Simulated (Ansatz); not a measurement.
`S[SiH]1CC1` → `CC([SiH3])=S`  (isomerisation)

Computed with Ansatz on PBE0-D4/def2-TZVP structures; ΔE is electronic, products minus reactants. CCSD(T)/CBS is the MP2 limit (def2-TZVPP, def2-QZVPP) plus CCSD(T) − MP2 in def2-TZVPP, frozen cores. DFT in def2-TZVPP. B3LYP here is the variant with VWN-RPA as its local correlation; programs differ in this. HSE06 is defined as in plane-wave codes. One conformer a species, not always the lowest.

```
             level  ΔE (kJ/mol)  difference from CCSD(T)/CBS
       LDA (SPW92)         83.5                         25.7
         revPBE-D4         60.8                          3.0
           BLYP-D4         38.7                        -19.1
          B3LYP-D4         49.4                         -8.4
      CAM-B3LYP-D4         57.8                          0.0
           ωB97X-V         69.5                         11.7
           ωB97M-V         68.2                         10.4
            B2PLYP         52.4                         -5.4
            revPBE         63.8                          6.0
            r2SCAN         71.7                         13.9
             HSE06         77.2                         19.4
  CCSD(T)/def2-SVP         33.2                        -24.6
    MP2/def2-QZVPP         65.3                          7.5
SCS-MP2/def2-QZVPP         54.5                         -3.3
     MP2/CBS(def2)         66.8                          9.0
    CCSD/CBS(def2)         60.9                          3.1
       CCSD(T)/CBS         57.8                            0
```

Largest T1 diagnostic among the species: 0.016.

From BLYP to BHLYP (50 % exact exchange), in def2-TZVPP and without D4, ΔE moves by +15.5 kJ/mol. In def2-TZVPP, CCSD(T) changes the Hartree–Fock value by +12.2 kJ/mol (the triples alone add −3.1 kJ/mol) and MP2 by +21.3 kJ/mol.
